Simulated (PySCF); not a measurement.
(Z)-2,3-difluorobut-2-ene (C₄H₆F₂), SMILES C/C(=C(/F)C)F.

Coordinates come from a B3LYP-D3(BJ)/def2-SVP optimisation.

Calculation: PBE/def2-TZVP run with PySCF.

The molecule is in vacuum.

Computed frontier levels, gap, dipole moment and polarisability:
```json
{
 "highest_occupied_level": "-5.49 eV",
 "lowest_empty_level": "-0.23 eV",
 "orbital_gap": "5.26 eV",
 "dipole_moment": "2.78 D",
 "quadrupole, principal values (traceless, Buckingham form, about the centre of nuclear charge)": "-1.45, -0.11, 1.56 D·Å",
 "mean_static_polarisability": "52.8 bohr³ (7.83 Å³)",
 "polarisability_principal_values": "39.3, 49.5, 69.6 bohr³"
}
```
